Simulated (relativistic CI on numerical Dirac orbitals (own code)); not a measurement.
# Hyperfine structure of Ge XIX, mass number 73

Computed by Dirac-Coulomb-Breit CI, separate exchange-only KLI orbitals for each configuration, model QED, unscaled Slater integrals (own radial code, finite nucleus).

Configurations in the expansion (outside the closed core [Ne]): 3s²3p², 3s3p³, 3s²3p3d, 3p⁴, 3s3p²3d, 3p³3d, 3s3p3d², 3s²3d4p, 3s²3p4s, 3p³4s, 3p³4p, 3s3p3d4s, 3s²3p4p, 3s²3d², 3s3d³, 3p²3d², 3p3d³, 3p3d²4s, 3p3d²4p, 3s²3d4s, 3s3d²4s. Double excitations out of closed p, d and f shells are left out; levels of such configurations are missing from the list, as are those of other unlisted configurations, and high levels can miss mixing partners.

Nuclear spin I = 9/2, μ = -0.87824 μN, Q = -0.196 b (tables of Stone and Pyykkö). The electronic factors are computed for point nuclear moments, without core polarisation or the Bohr-Weisskopf and QED corrections.

| Level | E (cm⁻¹) | A (MHz) | B (MHz) |
| --- | --- | --- | --- |
| 3s²3p² ³P1 | 33548 | 97.9 | -1880 |
| 3s²3p² ³P2 | 53685 | -3676 | 941 |
| 3s²3p² ¹D2 | 110208 | -2756 | -4680 |
| 3s3p³ ⁵S°2 | 344611 | -9557 | -117 |
| 3s3p³ ³D°1 | 444260 | 4924 | -2330 |
| 3s3p³ ³D°2 | 445947 | -6028 | -4020 |
| 3s3p³ ³D°3 | 458983 | -8560 | 425 |
| 3s3p³ ³P°1 | 517136 | -10960 | 2500 |

Levels with J = 0, under 50 % of one LS term, or S terms without an open s electron are left out. Small factors come from cancelling terms and can be off by tens of per cent or more.

At this charge energies of transitions that change n are usually good to better than 1 %, and those within a shell (Δn = 0) to a few per cent.

Q: Give the hyperfine levels of 3s²3p² ³P2 relative to its centre of gravity.

A: With K = F(F + 1) − I(I + 1) − J(J + 1), E = AK/2 + B[¾K(K + 1) − I(I + 1)J(J + 1)]/[2I(2I − 1)J(2J − 1)]: F = 5/2: 40870, F = 7/2: 27590, F = 9/2: 10750, F = 11/2: -9464, F = 13/2: -32850 MHz.

LS names give the leading component of a level, which can be under half, so a name can repeat, a term be missing and a line seem to break the LS rules.
